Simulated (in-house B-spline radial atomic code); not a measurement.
## RPA and G0W0 on PBE: the technetium ion Tc⁷⁺

Configuration [Ar] 3d10 4s2 4p6, mean-field start PBE. Computed with a B-spline radial code for spherical atoms: all electrons, non-relativistic, point nucleus, each spin shell either full or empty, empty states to l = 9 with an (l + 1/2)⁻⁴ tail; G0W0 by contour deformation at full frequency.

Without relativity these are model numbers: it shifts the levels of so heavy an element strongly and can reorder them.

Command:
```bash
python run_gw.py task.json out
```
Settings (radii: box in bohr, nucleus in fm):
```
Z                        43
electrons                36
configuration            [Ar] 3d10 4s2 4p6
hamiltonian              nr
method                   pbe,pbe
lmax                     9
spin_polarised           False
box_radius               8.41
intervals                50
```

Cost of the run: 2.3 s on 1 thread of Arm Neoverse N1 (shared host).

Energies (hartree):

```tsv
term	value
mean-field total	-4194.74371
Hartree-Fock functional on these orbitals	-4193.41586
direct second order	-3.0874
second-order exchange	0.88154
SOSEX correction	0.82353
```

(1) What is the RPA correlation energy, and what remains with SOSEX?

Quasi-particle levels (eV):

| level | occupied | mean field | Σx - vxc | Σc | QP weight | G0W0 |
| --- | --- | --- | --- | --- | --- | --- |
| 4p | yes | -141.45 | -9.35 | ? | ? | ? |
| 3d | yes | -360.49 | -30.50 | 7.31 | 0.912 | -383.68 |
| 4d | no | -98.05 | 10.52 | -2.62 | 0.968 | -90.15 |

G0W0 = mean field + (Σx - vxc) + Σc, with Σc (partial-wave tail included) taken at the quasi-particle energy. Only the outer levels were computed. Levels of low weight are left out.

(2) Where does G0W0 put 4p?

Answers

(1) RPA gives -2.7517 hartree (-2.08 eV per electron); RPA + SOSEX gives -1.9282, and the second-order doubles -2.2058 hartree (no singles). SOSEX takes back 30 % of the RPA value.

(2) At -151.52 eV, with Σc = -0.71 eV and a quasi-particle weight of 0.958. The tabulated removal energy is 150 ± 2.1 eV (NIST, tabulated theory); the calculation leaves out relativity, Breit and QED terms, and what these don't explain is the method's own error.
